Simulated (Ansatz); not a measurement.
Which is lower?

The two ends of one reaction step of BH₃F₄, closed shell (PBE0-D4/def2-TZVP).

A:

```csv
atom,x (Å),y (Å),z (Å)
B1,-0.7894,-0.3646,-0.9741
H2,-0.8245,1.1721,1.2964
F3,-2.0386,-0.5865,-0.6614
F4,-0.4492,0.6505,-1.7228
H5,1.7960,-0.6638,0.3868
F6,0.1427,-1.2075,-0.5582
H7,-0.0858,1.0529,1.3222
F8,2.2487,-0.0531,0.9111
```

B:

```json
{"atom": "B1", "x (Å)": "-1.1789", "y (Å)": "0.2337", "z (Å)": "-0.6316"}
{"atom": "H2", "x (Å)": "-0.7699", "y (Å)": "0.8099", "z (Å)": "0.3354"}
{"atom": "F3", "x (Å)": "-1.9898", "y (Å)": "-0.7914", "z (Å)": "-0.4925"}
{"atom": "F4", "x (Å)": "-0.9989", "y (Å)": "0.7465", "z (Å)": "-1.8281"}
{"atom": "H5", "x (Å)": "1.2695", "y (Å)": "-0.7576", "z (Å)": "0.0747"}
{"atom": "F6", "x (Å)": "0.7759", "y (Å)": "-1.0525", "z (Å)": "-0.6621"}
{"atom": "H7", "x (Å)": "1.1213", "y (Å)": "0.7141", "z (Å)": "1.7185"}
{"atom": "F8", "x (Å)": "1.7707", "y (Å)": "0.0972", "z (Å)": "1.4859"}
```

Ansatz 0.2.0; basis: def2-TZVPP; cores frozen in the correlated methods. B3LYP uses VWN-RPA correlation.

Question: Which structure is lower at CCSD(T), and by how much? (Judge from chemistry; the value comes from the calculation.)

Answer: By the calculation: A, by 23.20 kcal/mol (electronic energy, against the other). By their contacts, A is a complex of BF₃ ([F][B]([F])[F]) + HF + H₂ and B is a complex of BHF₂ ([F][BH][F]) + HF + HF.

All methods give the same order:

```
      method  E(B) − E(A) (kcal/mol)
       SPW92                   19.72
      PBE-D4                   21.54
     BLYP-D4                   22.86
   r2SCAN-D4                   23.87
      B97M-V                   24.56
     PBE0-D4                   22.22
    B3LYP-D4                   23.18
  r2SCAN0-D4                   23.90
    BHLYP-D4                   23.78
CAM-B3LYP-D4                   22.89
     wB97X-V                   22.67
     wB97M-V                   22.77
      B2PLYP                   23.20
    PBE-QIDH                   22.92
  RPA on PBE                   23.04
          HF                   26.16
         MP2                   23.34
        CCSD                   23.41
     CCSD(T)                   23.20
```

No T1 diagnostic of these runs exceeds 0.012.

Labels in which every atom is bracketed show which atoms are joined, not bond orders.

For scale, one of the runs: CCSD(T)/def2-TZVPP, 197 basis functions, launched by `ansatz run in.yaml --threads 4 --pin off --events-out ev --progress --plain --max-ram 9574MiB`. Hardware: 4 CPU threads of an Arm Neoverse V1, shared host. Wall time 84 s; peak host memory 2.8 GiB.
